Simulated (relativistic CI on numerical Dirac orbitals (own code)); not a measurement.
Method of calculation: Dirac-Coulomb-Breit CI, orbitals from a KLI potential per configuration, QED by a radiative potential, valence Slater integrals scaled by 0.85, configuration energies shifted to the measured levels that pair with them (semi-empirical) (own radial code, finite nucleus).

CI space (outside the closed core [Ne]): 3s2.3p4, 3s.3p5, 3s2.3p3.3d, 3s2.3p3.4s, 3s2.3p3.5s, 3p6, 3s2.3p2.3d2, 3s.3p4.3d, 3p4.3d2, 3s2.3p3.4p, 3s2.3p3.4d, 3p5.3d, 3s.3p3.3d2, 3s2.3p3.4f, 3s2.3p3.5p, 3s.3p4.4s, 3s2.3p3.5d, 3s2.3p3.5f, 3s2.3p3.5g, 3s.3p4.4p, 3s2.3p2.3d.4s, 3s.3p4.4d, 3s.3p4.4f, 3s.3p4.5s, 3s2.3p2.3d.4p, 3s.3p4.5p, 3s.3p4.5d, 3s.3p4.5f, 3s.3p4.5g, 3p5.4s. Levels of other configurations are missing.

Configurations whose levels could be paired with our table of measured levels were shifted onto them, all but the ground configuration, by the median error of their levels; single terms can still be off by 1,000 to 2,000 cm⁻¹ or more, and rates follow the energies as ν³ (E1, M1) or ν⁵ (E2). The others borrow a shift and can be off by several thousand cm⁻¹ or more. 20 of the 27 excited levels that our extract of the measured tables holds in this range could be paired (the sources list more); they are missed by 1018 cm⁻¹ on average and 4176 at most, after the shifts were fitted to these levels, and levels without a partner can miss by more.

Outline of the computed level scheme of Ca V. Lowest level of each configuration: 3s2.3p4 3P_2 at 0.0000 eV; 3s.3p5 3P°_2 at 19.1749 eV; 3s2.3p3.3d 5D°_0 at 29.6891 eV; 3s2.3p3.4s 5S°_2 at 42.6776 eV.

Some strong electric-dipole decays among the lowest 45 levels: 3s.3p5 1P°_1 → 3s2.3p4 1D_2 (5.7e+09 s⁻¹); 3s.3p5 3P°_0 → 3s2.3p4 3P_1 (1.8e+09 s⁻¹); 3s.3p5 3P°_2 → 3s2.3p4 3P_2 (1.3e+09 s⁻¹); 3s.3p5 3P°_1 → 3s2.3p4 3P_2 (7.7e+08 s⁻¹); 3s.3p5 3P°_1 → 3s2.3p4 3P_0 (5.7e+08 s⁻¹); 3s.3p5 3P°_1 → 3s2.3p4 3P_1 (4.4e+08 s⁻¹); 3s.3p5 3P°_2 → 3s2.3p4 3P_1 (4.2e+08 s⁻¹); 3s.3p5 1P°_1 → 3s2.3p4 1S_0 (2.7e+08 s⁻¹).
